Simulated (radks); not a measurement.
Results of a calculation; reference values are marked as such.
Charge is removed step by step from the 4s down level of Xe, starting from [Ar] 3d10 4s(up 1, down 1) 4p6 4d10 5s2 5p6. Level of theory: scalar-relativistic Kohn-Sham, PBE, spin-polarised, spherical densities, finite nucleus; Fermi nuclear charge, rms radius 4.7859 fm (a radial shooting solver on a logarithmic mesh with Libxc functionals).

| removed (e) | E - E(0) (eV) | eigenvalue (eV) | E minus straight line (eV) |
|---|---|---|---|
| 0 | 0.000 | -197.44 | 0.000 |
| 0.1 | 19.825 | -199.26 | -0.846 |
| 0.2 | 39.834 | -201.10 | -1.509 |
| 0.3 | 60.027 | -202.96 | -1.987 |
| 0.4 | 80.407 | -204.84 | -2.279 |
| 0.5 | 100.98 | -206.74 | -2.381 |
| 0.6 | 121.73 | -208.65 | -2.293 |
| 0.7 | 142.69 | -210.59 | -2.012 |
| 0.8 | 163.83 | -212.54 | -1.538 |
| 0.9 | 185.17 | -214.50 | -0.868 |
| 1 | 206.71 | -216.48 | 0.000 |

Removing the whole electron costs 206.71 eV by Delta-SCF, against 197.44 eV from minus the eigenvalue at the starting occupation. Slater's transition state (half an electron removed) gives 206.74 eV. Integrating minus the eigenvalue over the occupation (Janak's theorem) gives 206.81 eV. In this scalar-relativistic scheme the density is built from large components alone, so the theorem holds only approximately. The mean slope of the eigenvalue, de/dn, is 19.0 eV per electron.
